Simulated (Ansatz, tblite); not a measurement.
Removing and adding an electron: Ge₂₅SbH₃₄, a doped nanocrystal cut from the lattice of germanium (Sb on an inner site). Charge 0, multiplicity 2. Geometry: r2SCAN-D4/def2-SVP. Ansatz, gas phase; energy differences of separate SCF runs; the oxidised species was run as a singlet alone; the reduced species was run as a singlet alone.

```xyz
60

Ge   -2.108   -2.872    2.502
Ge    2.194   -3.105    1.597
Ge    0.698   -1.529   -4.945
Ge    3.296   -2.540   -2.129
Ge   -0.625   -2.229   -1.211
Ge   -3.299    1.073   -0.111
Ge    0.284    0.409    1.729
Ge    1.722    1.062   -2.080
Ge   -3.323    0.587    3.735
Ge   -1.685    3.855    2.261
Ge    4.286    0.063    0.747
Ge    2.038    3.977    0.791
Ge   -2.452   -3.138    0.110
Ge   -1.107   -2.445   -3.594
Ge   -4.710    0.364    1.756
Ge    1.484   -3.351   -0.714
Ge   -1.303   -0.686    3.245
Ge    2.414   -0.733    2.078
Ge    2.726   -2.781   -4.480
Ge    1.074    0.815   -4.418
Ge    3.749   -0.206   -1.604
Sb   -0.606    0.373   -0.759
Ge   -2.891    3.460    0.184
Ge    0.504    2.785    2.265
Ge    1.878    3.439   -1.575
Ge   -2.893    2.938    4.157
H    -3.459   -3.115    3.210
H    -1.147   -3.980    2.967
H     3.572   -3.783    1.747
H     1.219   -3.790    2.570
H     0.329   -1.680   -6.439
H     4.550   -3.385   -1.804
H    -4.039    0.888   -1.460
H    -3.995   -0.072    4.961
H    -1.472    5.374    2.462
H     5.524   -0.781    1.115
H     4.607    1.538    1.057
H     3.484    3.739    1.268
H     1.745    5.485    0.957
H    -2.600   -4.642   -0.206
H    -3.752   -2.434   -0.327
H    -1.298   -3.940   -3.934
H    -2.433   -1.716   -3.899
H    -5.166   -1.098    1.590
H    -5.973    1.248    1.867
H     1.250   -4.849   -1.035
H    -0.517   -0.915    4.562
H     2.742   -0.545    3.579
H     2.517   -4.273   -4.814
H     3.886   -2.255   -5.350
H     2.166    1.379   -5.353
H    -0.220    1.620   -4.662
H     4.922    0.296   -2.482
H    -2.047    4.001   -0.990
H    -4.207    4.268    0.226
H     1.073    2.882    3.704
H     0.597    4.097   -2.128
H     3.080    4.076   -2.306
H    -4.234    3.670    4.371
H    -2.049    3.105    5.439
```

In the def2 sets Sb takes a core potential; there is no spin–orbit coupling. The xTB rows come from tblite. Single mean-field runs in def2-SVP are fitted with def2-universal-jkfit.

| level | −HOMO (eV) | vertical IE (eV) | −LUMO (eV) | vertical EA (eV) | HOMO–LUMO gap (eV) | IE − EA (eV) |
| --- | --- | --- | --- | --- | --- | --- |
| PBE0-D4/def2-SVP | 4.84 | 5.81 | 3.08 | 2.28 | 1.76 | 3.53 |
| r2SCAN0-D4/def2-SVP | 5.05 | 5.92 | 2.96 | 2.22 | 2.09 | 3.70 |

Q: Estimate the rows for GFN1-xTB, PBE-D4/def2-SVP.

A: 
| level | −HOMO (eV) | vertical IE (eV) | −LUMO (eV) | vertical EA (eV) | HOMO–LUMO gap (eV) | IE − EA (eV) |
| --- | --- | --- | --- | --- | --- | --- |
| GFN1-xTB | – | 11.91 | – | – | – | – |
| PBE-D4/def2-SVP | 4.14 | 5.71 | 3.71 | 2.32 | 0.43 | 3.39 |

   HOMO and LUMO are the levels of the spin that leaves or enters (xTB has no such levels and no spin-polarisation term). Other spin states of the ions may lie lower, which would lower the ionisation energy or raise the affinity. Raw xTB energy differences between charge states are shifted by several eV; the methods need an empirical correction for them. Sets without diffuse functions give affinities that are too small.
